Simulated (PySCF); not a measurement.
Computed IR spectrum (relative IR intensity) of a molecule C3H6FNSi. Geometry optimised at PBE0-D3(BJ)/def2-SVP. The values are those of a single conformer. Level of theory: PBE0-D3(BJ)/def2-SVP in PySCF. Frequencies are harmonic and unscaled.

Lines under 2 % of the strongest are left out, and lines within 2 cm⁻¹ are merged.

```csv
ν (cm⁻¹),relative intensity
178,2.1
242,3.6
381,4.5
522,5.9
631,13
699,7.3
794,7.4
900,100
930,16
942,17
1135,11
1215,32
1287,4.0
1390,22
1452,2.9
2237,30
2244,31
2267,29
3076,7.1
3082,9.4
3154,3.2
```

Question: Which structure fits?
A. C[Si@@H]1C=N[C@@H]1F
B. C=C=C(F)N[SiH3]
C. C=C/N=C/[SiH2]F
D. F[C@@H]1CN=C1[SiH3]

Answer: D, F[C@@H]1CN=C1[SiH3]
